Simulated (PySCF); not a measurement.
## Static response to an electric field

Species: C5H8N2S.
SMILES with atom numbers: `[CH3:1][CH:2]([CH3:3])[c:4]1[n:5][cH:6][s:7][n:8]1` (hydrogens: H9, H10, H11 on C1; H12 on C2; H13, H14, H15 on C3; H16 on C6)

Cartesian coordinates in Å at the GFN2-xTB level; atoms count from 1:
```
atom  x, y, z in Å
C1    -1.1690    1.2182   -0.6114
C2    -0.8038   -0.2317   -0.2897
C3    -1.3021   -0.6192    1.1034
C4     0.6781   -0.3942   -0.3495
N5     1.4893    0.3110    0.4769
C6     2.7167    0.0052    0.2417
S7     2.8672   -1.1716   -1.0193
N8     1.2460   -1.2149   -1.1924
H9    -0.7178    1.8833    0.1209
H10   -2.2486    1.3440   -0.5857
H11   -0.8097    1.4937   -1.6003
H12   -1.2392   -0.8991   -1.0390
H13   -1.0379   -1.6491    1.3324
H14   -0.8512    0.0302    1.8498
H15   -2.3835   -0.5179    1.1530
H16    3.5578    0.4210    0.7570
```

Level: PBE0/def2-SVPD (PySCF), static field, nuclei fixed, core orbitals frozen in the response. The polarisability tensor in these axes (au):

```
x   108.67  -9.17  -6.88
y    -9.17  78.47   8.21
z    -6.88   8.21  78.60
```

Task: Diagonalise the tensor; give its mean and Δα, where Δα² is half the sum of the squared differences of the eigenvalues.

Result: Principal values 70.23, 81.97 and 113.53 au; mean 88.58 au = 13.13 Å³ = 14.60 × 10⁻⁴⁰ C²·m²/J; Δα = 38.79 au (44 % of the mean).

Task: What is the dipole moment, and where does it point?

Result: (0.66, 0.45, 0.54) D, 0.96 D in size, pointing from the negative to the positive side. Measured along this direction, the outermost atoms are H12 at the negative end and H16 at the positive end.

Task: Estimate the molar refractivity from the static electronic polarisability.

Result: Lorentz–Lorenz: R = (4π/3)N_A α = 2.5225 cm³/(mol·Å³) × 13.13 Å³ = 33.1 cm³/mol, in the limit of long wavelengths.

Task: Give the eigenvalues of the traceless quadrupole moment Θ = ½Σq(3rr − r²1), origin at the centre of nuclear charge.

Result: -7.94, -2.92, 10.86 D·Å. The values depend on the origin, since the dipole doesn't vanish. The electronic extent ⟨r²⟩ about the same centre is 1180 bohr², a root-mean-square distance of 2.20 Å for the 68 electrons.

Task: Refractivity n − 1 of an ideal gas of it at 298.15 K and 1 atm, from the electronic α?

Result: N = p/kT = 2.4615 × 10¹⁹ cm⁻³, so n − 1 = 2π × N × 13.13 × 10⁻²⁴ cm³ = 2030 × 10⁻⁶ at long wavelengths, for an ideal gas.

Task: Find the Langevin capture rate constant for H3O+ (19.018 u) meeting this molecule (128.041 u), k = 2.342 × 10⁻⁹ cm³/s × √(α in Å³ / reduced mass in u).

Result: The reduced mass is 16.56 u, so k = 2.09 × 10⁻⁹ cm³/s. The formula leaves out the permanent dipole, which adds to the capture rate.

The structure is a single GFN2-xTB conformer in the gas phase; no vibrational or solvent corrections.
